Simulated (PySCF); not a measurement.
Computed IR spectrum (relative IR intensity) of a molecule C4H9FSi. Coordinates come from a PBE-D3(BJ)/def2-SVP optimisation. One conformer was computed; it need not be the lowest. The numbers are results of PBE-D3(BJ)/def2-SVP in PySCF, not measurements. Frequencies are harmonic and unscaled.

Lines under 2 % of the strongest are left out, and lines within 2 cm⁻¹ are merged.

ν (cm⁻¹): 206 (vw), 255 (vw), 414 (w), 480 (w), 587 (vw), 676 (m), 715 (w), 768 (s), 812 (w), 862 (m), 885 (s), 901 (w), 1013 (w), 1063 (m), 1131 (vw), 1228 (vw), 1364 (vw), 1369 (w), 1413 (vw), 2169 (vs), 2962 (w), 2966 (m), 2977 (w), 2983 (w), 3019 (m), 3025 (m), 3056 (w) (against the strongest line: vs over 80 %, s over 45 %, m over 15 %, w over 4 %, vw less)

Problem. Which molecule gave these data?
A. F[SiH]1CCCC1
B. C=C[Si@@H](C)CF
C. C[SiH](C)/C=C\F
D. C=C(F)[SiH2]CC

Solution. A, F[SiH]1CCCC1
